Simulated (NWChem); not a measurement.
System: CH4Ge, singlet; SMILES [CH3][GeH]

Here is an NWChem input.

```
start job
memory heap 200 mb stack 900 mb global 1100 mb
geometry units angstroms noautoz
  Ge     0.037340    -0.451655    -0.000441
  H     -1.581719    -0.526574     0.000720
  C      0.035589     1.557346    -0.000434
  H      1.053324     1.992299    -0.004245
  H     -0.519328     1.927105     0.890182
  H     -0.527740     1.929486    -0.884606
end
basis spherical
  * library def2-tzvp
end
dft
  xc slater pw91lda
  iterations 150
  mulliken
end
task dft energy
```

Output (shortened):

```
             Northwest Computational Chemistry Package (NWChem) 7.3.0
             --------------------------------------------------------

 C1  symmetry detected

                             Geometry "geometry" -> ""
                             -------------------------

 Output coordinates in angstroms (scale by  1.889725989 to convert to a.u.)

  No.       Tag          Charge          X              Y              Z
 ---- ---------------- ---------- -------------- -------------- --------------
    1 Ge                  32.0000     0.04585355    -0.45630364    -0.00003705
    2 H                    1.0000    -1.57238154    -0.54730606     0.00000530
    3 C                    6.0000     0.02414101     1.55258079    -0.00014619
    4 H                    1.0000     1.03750644     1.99762447    -0.00327620
    5 H                    1.0000    -0.53504061     1.91685262     0.89006357
    6 H                    1.0000    -0.54224395     1.91906062    -0.88472997

 Effective nuclear repulsion energy (a.u.)      91.6228467528

                                 NWChem DFT Module
                                 -----------------

 Summary of "ao basis" -> "ao basis" (spherical)
 ------------------------------------------------------------------------------
       Tag                 Description            Shells   Functions and Types
 ---------------- ------------------------------  ------  ---------------------
 Ge                        def2-tzvp                16       48   6s5p4d1f
 H                         def2-tzvp                 4        6   3s1p
 C                         def2-tzvp                11       31   5s3p2d1f

            General Information
            -------------------
          SCF calculation type: DFT
          Wavefunction type:  closed shell.
          No. of atoms     :     6
          No. of electrons :    42
           Alpha electrons :    21
            Beta electrons :    21
          Charge           :     0
          Spin multiplicity:     1
          Use of symmetry is: off; symmetry adaption is: off
          Maximum number of iterations: 150
          AO basis - number of functions:   103
                     number of shells:    43
          Convergence on energy requested:  1.00D-06
          Convergence on density requested:  1.00D-05
          Convergence on gradient requested:  5.00D-04

              XC Information
              --------------
                        Slater Exchange Functional  1.000 local
            Perdew 1991 LDA Correlation Functional  1.000 local

             Grid Information
             ----------------
          Grid used for XC integration:  medium
          Radial quadrature: Mura-Knowles
          Angular quadrature: Lebedev.
          Tag              B.-S. Rad. Rad. Pts. Rad. Cut. Ang. Pts.
          ---              ---------- --------- --------- ---------
          Ge                  1.25      112           9.0       590
          H                   0.35       45          11.0       434
          C                   0.70       49           9.0       434
          Grid pruning is: on
          Number of quadrature shells:   341
          Spatial weights used:  Erf1

      Superposition of Atomic Density Guess
      -------------------------------------

 Sum of atomic energies:       -2114.97662735

      Non-variational initial energy
      ------------------------------

 Total energy =   -2115.588828
 1-e energy   =   -3129.628871
 2-e energy   =     922.417196
 HOMO         =      -0.223726
 LUMO         =      -0.070806

     ---------------------------------------------
      Total Density - Mulliken Population Analysis
     ---------------------------------------------

    Atom       Charge   Shell Charges
 -----------   ------   -------------------------------------------------------
    1 Ge  32    31.58   2.00  2.00  1.17  0.78  0.98  0.92  5.98  4.41  1.58  0.86  0.80  8.91  1.09  0.02  0.06  0.02
    2 H    1     1.15   0.23  0.58  0.34  0.01
    3 C    6     6.82   0.86  1.12  0.57  0.71  0.13  1.28  1.58  0.55  0.01  0.02  0.00
    4 H    1     0.83   0.24  0.44  0.13  0.02
    5 H    1     0.81   0.23  0.43  0.13  0.02
    6 H    1     0.81   0.23  0.43  0.13  0.02

   convergence    iter        energy       DeltaE   RMS-Dens  Diis-err
 ---------------- ----- ----------------- --------- --------- ---------
 d= 0,ls=0.0,diis     1  -2113.8749589446 -2.21D+03  7.30D-03  1.39D+00
 d= 0,ls=0.0,diis     2  -2113.8877515836 -1.28D-02  5.57D-03  3.05D-01
 d= 0,ls=0.0,diis     3  -2113.8850444449  2.71D-03  3.09D-03  2.58D-01
 d= 0,ls=0.0,diis     4  -2113.9165419868 -3.15D-02  7.80D-04  2.32D-02
 d= 0,ls=0.0,diis     5  -2113.9187985015 -2.26D-03  1.52D-04  2.32D-04
  Resetting Diis
 d= 0,ls=0.0,diis     6  -2113.9188218658 -2.34D-05  4.84D-05  2.64D-05
 d= 0,ls=0.0,diis     7  -2113.9188260083 -4.14D-06  1.19D-05  6.11D-07
 d= 0,ls=0.0,diis     8  -2113.9188259964  1.19D-08  6.98D-06  8.15D-07

         Total DFT energy =    -2113.918825996391
      One electron energy =    -3130.201866468470
           Coulomb energy =     1006.891809510461
    Exchange-Corr. energy =      -82.231615791231
 Nuclear repulsion energy =       91.622846752849

 Numeric. integr. density =       41.999991456776

                       DFT Final Molecular Orbital Analysis
                       ------------------------------------

[...]
```

Level: LDA (Slater exchange, PW92)/def2-TZVP. Low-valent species are run as closed-shell singlets; no triplet was tried in these runs. Coordinates come from a PBE-D3(BJ)/def2-SVP optimisation.
